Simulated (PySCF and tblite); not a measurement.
Values are calculated unless marked as measured or tabulated.
C4H6ClNO, numbered as in [CH2:1]=[C:2]([CH2:3][Cl:4])[NH:5][CH:6]=[O:7].

Search: ETKDG and KDG, MMFF94s, GFN2-xTB, 150 starts; geometries at GFN2-xTB. Energies: PBE0-D3(BJ)/pcSseg-1, with GFN2-xTB thermal terms (modes under about 100 cm⁻¹ blended into free rotors). Symmetry numbers and mirror images are counted. Conformers within 2.5 kcal/mol (GFN2-xTB free energy) were kept, 6 at most. (PySCF 2.14, tblite 0.8.)

Torsions listed: N5–C2–C3–Cl4, C3–C2–N5–C6, C2–N5–C6–O7. Of a mirror pair one member is shown.

```csv
conformer,shape,symmetry,E(GFN2) kcal/mol
1,"76°, 22°, 1°",C1 (pair),0.52
2,"56°, 173°, -3°",C1 (pair),0.00
3,"180°, 0°, 0°",Cs,0.25
```

Q: Which of these conformers is the most populated at 298.15 K, and with what share?

A: Conformer 2, about 96 %.

Q: Give the DFT energies and free energies relative to the lowest, and all weights.

A: 
```
conformer           shape  E(DFT) kcal/mol  G(298.15 K) kcal/mol  weight %
        1    76°, 22°, 1°             1.95                  2.11       2.7
        2  56°, 173°, -3°             0.00                  0.00      96.1
        3    180°, 0°, 0°             2.13                  2.62       1.2
```

Q: How does its share change from 250 K to 350 K?

A: From 98 % to 94 %; the mixing entropy goes from 1.59 to 1.90 cal/(mol K).

The minima are those of GFN2-xTB; planar forms about aryl–S or allylic bonds may be saddles in DFT.
